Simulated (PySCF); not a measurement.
# Electron correlation in B (boron, neutral)

[He] 2s2 2p1, 2P determinant. Computed with PySCF 2.14 in cc-pVTZ, with the non-relativistic Hamiltonian (point nucleus). Frozen: 1s2; 3 electrons correlated.

MP2 pair energies summed by pair of shells (mhartree):

```
 pair  energy  share (%)
2s-2s  -24.78       56.2
2s-2p  -19.30       43.8
```

Total MP2 correlation energy: -44.08 mhartree.

Same-spin part -3.21 and opposite-spin part -40.87 mhartree; SCS-MP2 scales them by 1/3 and 6/5 to -50.11 mhartree.

```
  level  correlation energy (mhartree)
   CCSD                         -64.72
    (T)                          -1.31
CCSD(T)                         -66.03
```

Diagnostics: T1 = 0.013, D1 = 0.0262, largest double amplitude 0.116.

Cost of the coupled-cluster step: 0.15 s of wall time on 1 thread of Intel(R) Xeon(R) 6975P-C (shared host), for 3 correlated electrons.

Iterations:

```
CC2 = 0
CCSD nocc = (np.int64(2), np.int64(1)), nmo = (29, 29)
frozen orbitals [[0], [0]]
max_cycle = 100
direct = 0
conv_tol = 1e-08
conv_tol_normt = 1e-06
diis_space = 8
diis_start_cycle = 0
Init t2, MP2 energy = -0.0440812325665455
Init E_corr(UCCSD) = -0.0440812325668374
cycle = 1  E_corr(UCCSD) = -0.0558039792812178  dE = -0.0117227467  norm(t1,t2) = 0.0601168
cycle = 2  E_corr(UCCSD) = -0.060355506146509  dE = -0.00455152687  norm(t1,t2) = 0.0297564
cycle = 3  E_corr(UCCSD) = -0.0647215624807048  dE = -0.00436605633  norm(t1,t2) = 0.0159702
cycle = 4  E_corr(UCCSD) = -0.0646843390235796  dE = 3.72234571e-05  norm(t1,t2) = 0.00194602
cycle = 5  E_corr(UCCSD) = -0.0647340856480235  dE = -4.97466244e-05  norm(t1,t2) = 0.000305987
cycle = 6  E_corr(UCCSD) = -0.064710116903177  dE = 2.39687448e-05  norm(t1,t2) = 8.0601e-05
cycle = 7  E_corr(UCCSD) = -0.0647191825934411  dE = -9.06569026e-06  norm(t1,t2) = 3.12968e-05
cycle = 8  E_corr(UCCSD) = -0.0647183200065096  dE = 8.62586932e-07  norm(t1,t2) = 4.75048e-06
cycle = 9  E_corr(UCCSD) = -0.0647181437521016  dE = 1.76254408e-07  norm(t1,t2) = 9.52933e-07
cycle = 10  E_corr(UCCSD) = -0.0647181959613733  dE = -5.22092717e-08  norm(t1,t2) = 3.00685e-07
cycle = 11  E_corr(UCCSD) = -0.0647181994791004  dE = -3.51772705e-09  norm(t1,t2) = 5.44095e-08
UCCSD converged
E(UCCSD) = -24.596786003205  E_corr = -0.06471819947910037
UCCSD(T) correction = -0.00131499418829586
```
